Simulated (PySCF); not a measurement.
Spectrum to structure. The calculation used PySCF 2.14.0, density-fitted response routines, TDDFT B3LYP/def2-SVPD, vertical, gas phase, core orbitals frozen in the response. Geometries: GFN2-xTB, one conformer each.

```
state  E (eV)       f
   S1    5.69  0.0068
   S2    6.16   0.022
   S3    6.37  0.0003
   S4    6.49  0.0008
   S5    6.82  0.0016
   S6    6.86   0.013
   S7    6.97  0.0061
   S8    7.13   0.018
```

Triplets computed (Tamm–Dancoff): 5.30, 5.61, 5.79 eV.

Orbital energies (eV): HOMO-3 -8.60, HOMO-2 -8.32, HOMO-1 -8.20, HOMO -7.70, LUMO -0.83, LUMO+1 -0.52, LUMO+2 0.26.

Problem. Which structure fits? All have the formula C2H8O3Si2.
A. `[SiH2](O)[SiH2]COC=O`
B. `[SiH2](C(=O)CO[SiH3])O`
C. `O[Si@@H]1CC[Si@H](O)O1`
D. `C[Si@H]1OCO[SiH2]O1`

Solution. A. Its S1 lies at 5.69 eV; the nearest of the others has S1 at 6.85 eV. S1 is HOMO→LUMO (70%), HOMO→LUMO+1 (12%). Löwdin shares by element: HOMO silicon 44%, oxygen 17% or more, hydrogen 12% or more (atoms not listed hold the other 27%); LUMO oxygen 26% or more, carbon 22% or more, silicon 14% or more (atoms not listed hold the other 37%). At the same level the other candidates give, for their lowest levels:
- `C[Si@H]1OCO[SiH2]O1`: 6.85 eV (f 0.023); 7.09 eV (f 0.009); 7.57 eV (f 0.050); 7.62 eV (f 0.006); 7.68 eV (f 0.008); T1 6.67 eV; HOMO -7.70, LUMO 0.11 eV
- `O[Si@@H]1CC[Si@H](O)O1`: 6.85 eV (f 0.002); 7.05 eV (f 0.006); 7.30 eV (f 0.008); 7.40 eV (f 0.014); 7.52 eV (f 0.007); T1 6.73 eV; HOMO -7.80, LUMO -0.12 eV
- `O=C(CO[SiH3])[SiH2]O`: 3.58 eV (f 0.001); 4.98 eV (f 0.010); 5.44 eV (f 0.002); 5.78 eV (f 0.000); 6.20 eV (f 0.008); T1 3.02 eV; HOMO -7.05, LUMO -1.93 eV
